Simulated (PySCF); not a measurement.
C2F3O, SMILES C(F)(F)(F)[C]=O, multiplicity 2.

Coordinates come from a r2SCAN-D4/def2-SVP optimisation. The isomer is the one that the SMILES or the coordinates give; other isomers of the formula were not compared.

Calculation: r2SCAN-D4/def2-SVP (PySCF).

Frequencies are harmonic and unscaled.

Computed normal modes with their intensities:
```csv
mode,ν (cm⁻¹),IR (km/mol),moving atoms (share of kinetic energy)
1,45,1.1,"O 41 %, F 37 %, C 22 %"
2,236,2.0,"F 58 %, O 38 %"
3,402,0.6,"F 50 %, C 50 %"
4,419,0.9,"F 52 %, O 33 %, C 15 %"
5,541,5.7,"F 71 %, C 24 %"
6,547,5.8,"F 84 %, C 16 %"
7,675,20.5,"C 48 %, F 45 %"
8,804,0.6,"F 66 %, C 33 %"
9,1178,229.1,"C 76 %, F 23 %"
10,1218,332.6,"C 73 %, F 27 %"
11,1237,319.2,"C 78 %, F 22 %"
12,1985,68.4,"C 59 %, O 41 %"
```
